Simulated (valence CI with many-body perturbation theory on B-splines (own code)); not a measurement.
Xe²²⁺: E2, M1, M2 decay

Level of theory: relativistic CI+MBPT: four valence electrons over a frozen Dirac-Fock core [Ar] 3d10, radial functions for each j: 11 s, 11 p, 9 d, 7 f, 5 g, 2 h, 1 i, with the one-electron correlation potential Σ1 (screened to all orders), the two-electron term Σ2, the three-electron term Σ3, Breit, model QED; selected single and double excitations, second order for the rest (own B-spline code, finite nucleus).

No measured levels were compared; by estimate levels hold to about 250 cm⁻¹ or 0.2 % of their energy and the worst to 1 %, as in measured heavy ions of charge 2 to 7; those with d or f electrons hold less well.

Lines 1 to 13 of 13 in falling wavelength, among levels below 1533000 cm⁻¹, chosen from the decays that carry over 1 % of a level's rate. Wavelengths and rates use the calculated energies, so an error of 2000 cm⁻¹ moves a line at 505.1 nm by 10 % and its rate by three times that or more. Electric multipoles are in the length gauge, E1 and E2 with the static RPA response of the core. S is in atomic units (e²a₀⁴ for E2 and M2, e²a₀⁶ for E3), for M1 in squared Bohr magnetons. Weak lines are less certain than strong ones. Lines between different terms over intervals too small for the method are left out, as are lines whose strength nearly cancels.

Levels are named by their leading jj configuration (3d3/2^4 stands for four electrons in 3d with j = 3/2), which in mixed levels can hold well under half, so a name can repeat and another be missing. Letters in brackets count levels of one name in rising energy.

| λ vac (nm) | Upper | Lower | Type | A (s⁻¹) | S (a.u.) |
| --- | --- | --- | --- | --- | --- |
| 505.1 | (4s^2 4p1/2 4p3/2) J=2 | (4s^2 4p1/2 4p3/2) J=1 | M1 | 4.74e+01 | 1.13e+00 |
| 100.1 | (4s^2 4p3/2 4d5/2) J=4 | (4s^2 4p1/2 4d5/2) J=3 | M1 | 1.66e+04 | 5.54e+00 |
| 88.02 | (4s^2 4p1/2 4p3/2) J=1 | (4s^2 4p1/2^2) J=0 | M1 | 2.05e+04 | 1.56e+00 |
| 77.61 | (4s^2 4p3/2^2) J=2 | (4s^2 4p1/2 4p3/2) J=2 | M1 | 2.14e+04 | 1.85e+00 |
| 74.96 | (4s^2 4p1/2 4p3/2) J=2 | (4s^2 4p1/2^2) J=0 | E2 | 1.40e+02 | 1.48e-01 |
| 67.27 | (4s^2 4p3/2^2) J=2 | (4s^2 4p1/2 4p3/2) J=1 | M1 | 2.43e+04 | 1.37e+00 |
| 56.79 | (4s^2 4p3/2^2) J=0 | (4s^2 4p1/2 4p3/2) J=2 | E2 | 1.60e+03 | 8.45e-02 |
| 51.05 | (4s^2 4p3/2^2) J=0 | (4s^2 4p1/2 4p3/2) J=1 | M1 | 8.91e+04 | 4.39e-01 |
| 32.06 | (4s^2 4p3/2 4d5/2) J=4 | (4s 4p1/2 4p3/2^2) J=3 | M1 | 9.47e+02 | 1.04e-02 |
| 28.93 | (4s^2 4p3/2 4d5/2) J=4 | (4s 4p1/2 4p3/2^2) J=2 [a] | E2 | 3.75e+02 | 6.11e-03 |
| 21.67 | (4s^2 4p3/2 4d5/2) J=4 | (4s 4p1/2^2 4p3/2) J=2 | E2 | 1.42e+03 | 5.45e-03 |
| 14.20 | (4s^2 4p3/2 4d5/2) J=4 | (4s^2 4p3/2^2) J=2 | M2 | 6.01e+02 | 2.79e-04 |
| 12.00 | (4s^2 4p3/2 4d5/2) J=4 | (4s^2 4p1/2 4p3/2) J=2 | M2 | 2.40e+02 | 4.80e-05 |
